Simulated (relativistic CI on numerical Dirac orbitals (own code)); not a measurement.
**Electric-dipole transitions in Br6+**

Calculated at this level of theory: Dirac-Coulomb-Breit CI, orbitals from a KLI potential per configuration, model QED, unscaled Slater integrals (own radial code, finite nucleus).

Configuration list (outside the closed core [Ar]): 3d10 4s, 3d10 4p, 3d10 4d, 3d10 4f, 3d10 5s, 3d10 5p, 3d10 5d, 3d9 4s2, 3d10 6s, 3d10 6p, 3d10 5f, 3d10 5g, 3d10 6d, 3d10 7s, 3d9 4s 4p, 3d10 7p, 3d10 7d, 3d9 4s 4d. Double excitations out of closed p, d and f shells are left out; levels of such configurations are missing from the list, as are those of other unlisted configurations, and high levels can miss mixing partners.

| λ vac (Å) | Lower | Upper | A (s⁻¹) | gf | Branching (%) |
| --- | --- | --- | --- | --- | --- |
| 507.25 | 3d10 4p 2P°_1/2 [2] | 3d10 4d 2D_3/2 [4] | 1.39e+10 | 2.15e+00 | 84.5 |
| 524.25 | 3d10 4p 2P°_3/2 [3] | 3d10 4d 2D_5/2 [5] | 1.55e+10 | 3.83e+00 | 100.0 |
| 576.60 | 3d9 4s2 2D_3/2 [14] | 3d9 4s 4p 2D°_3/2 [51] | 1.31e+10 | 2.61e+00 | 89.5 |
| 601.93 | 3d9 4s2 2D_5/2 [11] | 3d9 4s 4p 2F°_7/2 [47] | 9.82e+09 | 4.27e+00 | 76.4 |
| 605.98 | 3d9 4s2 2D_5/2 [11] | 3d9 4s 4p 2P°_3/2 [46] | 9.71e+09 | 2.14e+00 | 24.8 |
| 648.57 | 3d10 4d 2D_3/2 [4] | 3d10 4f 2F°_5/2 [10] | 1.22e+10 | 4.63e+00 | 93.4 |
| 652.67 | 3d10 4d 2D_5/2 [5] | 3d10 4f 2F°_7/2 [9] | 1.29e+10 | 6.60e+00 | 100.0 |
| 745.29 | 3d10 4s 2S_1/2 [1] | 3d10 4p 2P°_3/2 [3] | 3.59e+09 | 1.20e+00 | 100.0 |
| 788.95 | 3d10 4f 2F°_7/2 [9] | 3d10 5g 2G_9/2 [21] | 1.07e+10 | 9.96e+00 | 100.0 |
| 789.23 | 3d10 4f 2F°_5/2 [10] | 3d10 5g 2G_7/2 [20] | 1.03e+10 | 7.69e+00 | 96.4 |
| 1256.1 | 3d10 5p 2P°_1/2 [7] | 3d10 5d 2D_3/2 [12] | 2.80e+09 | 2.65e+00 | 66.3 |
| 1274.4 | 3d10 5p 2P°_3/2 [8] | 3d10 5d 2D_5/2 [13] | 2.66e+09 | 3.89e+00 | 79.8 |
| 1398.6 | 3d9 4s2 2D_5/2 [11] | 3d10 5f 2F°_7/2 [18] | 8.26e+08 | 1.94e+00 | 22.4 |
| 1443.9 | 3d10 5d 2D_3/2 [12] | 3d10 5f 2F°_5/2 [19] | 2.99e+09 | 5.60e+00 | 79.3 |
| 1478.9 | 3d10 5d 2D_5/2 [13] | 3d10 5f 2F°_7/2 [18] | 2.45e+09 | 6.43e+00 | 66.3 |
| 1934.1 | 3d10 5s 2S_1/2 [6] | 3d10 5p 2P°_3/2 [8] | 7.46e+08 | 1.67e+00 | 12.6 |
| 2455.9 | 3d10 6p 2P°_1/2 [16] | 3d10 6d 2D_3/2 [24] | 9.44e+08 | 3.42e+00 | 53.0 |
| 2527.8 | 3d10 6p 2P°_3/2 [17] | 3d10 6d 2D_5/2 [27] | 1.07e+09 | 6.13e+00 | 63.4 |
| 3305.9 | 3d10 5f 2F°_7/2 [18] | 3d10 6d 2D_5/2 [27] | 2.92e+08 | 2.88e+00 | 17.4 |
| 4358.7 | 3d10 7p 2P°_3/2 [43] | 3d10 7d 2D_5/2 [45] | 4.25e+08 | 7.26e+00 | n/a |

Terms are leading LS components. Brackets give the number of a level in order of energy, since labels repeat. The list gives strong lines, with weight on those to low levels, without lines whose two gauges differ by over a factor of 2.5, among the lowest 51 of 85 levels, so that lines to higher ones, which can be the strongest, are missing. Levels whose partners in the same complex of configurations lie outside the list can be far off, and so can their lines. Rates are taken at the computed energies, electric ones in the length gauge.

At this charge configurations can still be misplaced by up to about 7 % of their energy. 2 of the 2 excited levels that our extract of the measured tables holds in this range could be paired (the sources list more); they are missed by 3177 cm⁻¹ on average and 3211 at most, and levels without a partner can miss by more.

LS names give the leading component of a level, which can be under half, so a name can repeat, a term be missing and a line seem to break the LS rules.
